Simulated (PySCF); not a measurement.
Geometry:
```
atom   x (Å)   y (Å)   z (Å)
  O1   2.091   1.819  -0.371
  P2   1.562   0.452  -0.713
  C3   2.545  -0.754   0.274
  O4   3.835  -0.243   0.359
  C5  -0.174   0.169  -0.389
  C6  -1.033  -0.466  -1.202
  C7  -2.404  -0.555  -0.597
  C8  -2.340   0.448   0.569
  C9  -0.843   0.619   0.887
 H10   1.699   0.039  -2.072
 H11   2.554  -1.749  -0.200
 H12   2.048  -0.859   1.262
 H13   3.730   0.727   0.375
 H14  -0.775  -0.892  -2.175
 H15  -3.203  -0.327  -1.321
 H16  -2.592  -1.590  -0.253
 H17  -2.928   0.130   1.441
 H18  -2.749   1.414   0.236
 H19  -0.520  -0.016   1.732
 H20  -0.567   1.651   1.151
```

Geometry: PBE0-D3(BJ)/def2-SVP; GIAO absolute shieldings from PySCF, gas phase, non-relativistic, averaged over equivalent atoms.

At PBE0/pcSseg-1 (215 basis functions, 63 s wall time on 1 thread of an Intel Xeon Platinum 8259CL, shared host):
```csv
atoms,σ (ppm)
O1,265.7
O4,336.1
P2,318.5
C6,31.1
C5,37.9
C3,125.5
C7,147.0
C9,150.8
C8,158.1
H10,24.09
H14,24.78
H12,27.75
H11,27.83
H20,28.41
H13,28.57
H15,28.77
H16,28.85
H19,28.99
H17,29.29
H18,29.37
```

Estimate the result of repeating the calculation with KT2/pcSseg-1.

Results:


| atoms | σ at KT2/pcSseg-1 | change |
| --- | --- | --- |
| O1 | 248.8 | -16.9 |
| O4 | 322.7 | -13.4 |
| P2 | 337.3 | +18.8 |
| C6 | 42.8 | +11.7 |
| C5 | 45.6 | +7.7 |
| C3 | 122.8 | -2.7 |
| C7 | 145.2 | -1.8 |
| C9 | 149.1 | -1.7 |
| C8 | 156.3 | -1.8 |
| H10 | 23.82 | -0.27 |
| H14 | 24.85 | +0.07 |
| H12 | 27.57 | -0.18 |
| H11 | 27.61 | -0.22 |
| H20 | 28.26 | -0.15 |
| H13 | 28.72 | +0.15 |
| H15 | 28.59 | -0.18 |
| H16 | 28.70 | -0.15 |
| H19 | 28.86 | -0.13 |
| H17 | 29.16 | -0.13 |
| H18 | 29.36 | -0.01 |

The largest change is at P2 (phosphorus bonded to 2 C, O, H). Cost: 215 basis functions, 87 s wall time on 1 thread of an Intel Xeon Platinum 8259CL, shared host. The order of the carbon signals is the same at both levels.
